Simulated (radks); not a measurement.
Question: W3+, configuration [Xe] 4f14 5d3. All-electron calculation, scalar-relativistic Kohn-Sham, LDA (Slater exchange, Perdew-Wang correlation), spin-unpolarised, spherical densities, finite nucleus; Fermi nuclear charge, rms radius 5.3658 fm. Program: a radial shooting solver on a logarithmic mesh with Libxc functionals. Some entries of the table are withheld. Estimate them.

orbital  occ.  eigenvalue (hartree)  <r> (bohr)  r(max) (bohr)
1s          2             -2551.909     0.01836        0.01147
2s          2             -441.4207         (1)            (2)
2p          6             -386.4453     0.06946            (3)
3s          2             -102.4711      0.2013         0.1854
3p          6             -86.18323         (4)         0.1835
3d         10             -67.38124      0.1824         0.1493
4s          2             -21.96594      0.4499         0.4208
4p          6             -16.61841      0.4783         0.4413
4d         10              -9.83038      0.5116         0.4522
5s          2                   (5)       1.063         0.9608
5p          6              -2.65048       1.236          1.088
4f         14              -2.30281      0.6063         0.4278
5d          3              -1.15532         (6)          1.438

Answer: 
(1) 2s <r> (bohr): 0.07762
(2) 2s r(max) (bohr): 0.06573
(3) 2p r(max) (bohr): 0.05389
(4) 3p <r> (bohr): 0.2014
(5) 5s eigenvalue (hartree): -3.97887
(6) 5d <r> (bohr): 1.754
